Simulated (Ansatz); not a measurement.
Born–Oppenheimer molecular dynamics of Cl₂F₂Ti (5 atoms, charge 0, multiplicity 1). It starts from a relaxed structure.

Method: RHF/def2-SVP (Ansatz 0.2.0).

* ensemble: NVT, Langevin thermostat
* time step: 2 fs
* steps asked: 150
* set temperature: 700 K
* friction: 1 /fs
* seed: 442218

Frames 10 fs apart, positions in Å, forces in eV/Å.

Velocities at 100 fs (Å/ps):

```
Ti 2.18 3.08 4.19
F -1.23 -6.08 -6.12
F -13.69 -5.90 -1.66
Cl 4.28 -0.51 2.41
Cl -0.80 4.48 -4.42
```

```xyz
5
Properties=species:S:1:pos:R:3:forces:R:3 time_fs=100 energy_less_start_eV=0.220 T=764
Ti -0.048 0.051 -0.079 1.61 0.58 2.51
F -0.114 0.177 1.712 0.06 -0.36 -2.65
F 1.663 -0.032 -0.506 -1.87 0.20 0.27
Cl -1.100 1.834 -0.793 0.28 -0.29 -0.08
Cl -1.037 -1.736 -0.774 -0.08 -0.13 -0.04
5
Properties=species:S:1:pos:R:3:forces:R:3 time_fs=110 energy_less_start_eV=0.117 T=488
Ti -0.052 0.052 -0.068 1.41 0.50 2.09
F -0.116 0.147 1.690 -0.04 -0.22 -1.71
F 1.650 -0.042 -0.440 -1.19 0.20 0.00
Cl -1.078 1.826 -0.793 0.11 0.03 -0.18
Cl -1.028 -1.716 -0.776 -0.29 -0.50 -0.20
5
Properties=species:S:1:pos:R:3:forces:R:3 time_fs=120 energy_less_start_eV=0.049 T=819
Ti -0.042 0.062 -0.058 0.19 0.67 0.41
F -0.093 0.175 1.645 -0.10 -0.19 -0.03
F 1.628 -0.025 -0.436 -0.18 0.14 -0.21
Cl -1.104 1.849 -0.784 0.28 -0.20 -0.07
Cl -1.035 -1.708 -0.778 -0.20 -0.41 -0.11
5
Properties=species:S:1:pos:R:3:forces:R:3 time_fs=130 energy_less_start_eV=0.085 T=526
Ti -0.030 0.088 -0.052 0.66 0.00 -1.33
F -0.088 0.144 1.610 -0.14 -0.01 1.82
F 1.645 -0.031 -0.441 -0.32 0.23 -0.13
Cl -1.088 1.849 -0.770 0.05 0.24 -0.20
Cl -1.022 -1.688 -0.761 -0.26 -0.46 -0.16
5
Properties=species:S:1:pos:R:3:forces:R:3 time_fs=140 energy_less_start_eV=0.088 T=596
Ti -0.028 0.091 -0.078 0.09 0.35 0.98
F -0.051 0.106 1.634 -0.14 0.01 -0.14
F 1.632 -0.067 -0.436 0.24 0.26 -0.40
Cl -1.123 1.856 -0.771 0.21 0.07 -0.14
Cl -1.018 -1.673 -0.758 -0.40 -0.69 -0.30
5
Properties=species:S:1:pos:R:3:forces:R:3 time_fs=150 energy_less_start_eV=0.119 T=718
Ti -0.027 0.086 -0.090 0.42 0.49 0.70
F -0.012 0.084 1.611 -0.20 0.05 0.37
F 1.623 -0.093 -0.471 0.39 0.31 -0.43
Cl -1.107 1.850 -0.781 0.08 0.24 -0.18
Cl -0.985 -1.671 -0.768 -0.69 -1.09 -0.45
5
Properties=species:S:1:pos:R:3:forces:R:3 time_fs=160 energy_less_start_eV=0.177 T=520
Ti -0.019 0.091 -0.080 -2.25 0.27 0.91
F -0.058 0.080 1.620 -0.07 0.06 0.42
F 1.578 -0.128 -0.445 2.47 0.11 -0.86
Cl -1.130 1.860 -0.753 0.24 0.14 -0.18
Cl -1.014 -1.682 -0.762 -0.40 -0.59 -0.29
5
Properties=species:S:1:pos:R:3:forces:R:3 time_fs=170 energy_less_start_eV=0.153 T=833
Ti -0.031 0.105 -0.057 0.40 -0.10 1.62
F -0.053 0.100 1.676 -0.15 0.08 -0.83
F 1.621 -0.158 -0.415 0.07 0.52 -0.33
Cl -1.146 1.848 -0.755 0.21 0.17 -0.18
Cl -0.977 -1.673 -0.753 -0.53 -0.67 -0.29
5
Properties=species:S:1:pos:R:3:forces:R:3 time_fs=180 energy_less_start_eV=0.127 T=752
Ti -0.045 0.133 -0.041 0.83 -0.41 -0.36
F -0.041 0.055 1.646 -0.17 0.20 0.71
F 1.618 -0.084 -0.458 -0.49 0.56 -0.11
Cl -1.183 1.859 -0.773 0.23 0.09 -0.01
Cl -0.971 -1.673 -0.737 -0.40 -0.44 -0.22
5
Properties=species:S:1:pos:R:3:forces:R:3 time_fs=190 energy_less_start_eV=0.313 T=875
Ti -0.078 0.117 -0.036 2.68 0.68 -1.76
F -0.053 0.033 1.620 -0.21 0.12 1.94
F 1.649 -0.099 -0.454 -2.02 0.71 0.24
Cl -1.224 1.883 -0.743 0.39 -0.28 0.12
Cl -0.966 -1.655 -0.721 -0.84 -1.23 -0.53
5
Properties=species:S:1:pos:R:3:forces:R:3 time_fs=200 energy_less_start_eV=0.470 T=836
Ti -0.078 0.107 -0.046 3.53 1.31 -2.47
F -0.047 0.063 1.589 -0.28 0.03 3.00
F 1.687 -0.094 -0.414 -2.44 0.67 0.17
Cl -1.212 1.883 -0.725 0.30 -0.19 0.03
Cl -0.953 -1.643 -0.731 -1.11 -1.81 -0.73
5
Properties=species:S:1:pos:R:3:forces:R:3 time_fs=210 energy_less_start_eV=0.411 T=611
Ti -0.053 0.120 -0.066 3.64 0.76 -0.14
F -0.049 0.093 1.623 -0.28 0.11 0.43
F 1.740 -0.095 -0.398 -3.06 0.70 0.17
Cl -1.176 1.914 -0.743 0.45 -0.44 0.06
Cl -0.975 -1.648 -0.713 -0.75 -1.13 -0.52
```

Of the whole run (300 fs, mean temperature of the second half 729 K): A run of 0.3 ps of so small a system gives no equilibrium averages. The friction is so strong that the motion is overdamped, so the time scale means little.

Run time: 5.8 min on 1 thread of Arm Neoverse V2 (shared host), peak memory 0.2 GiB.
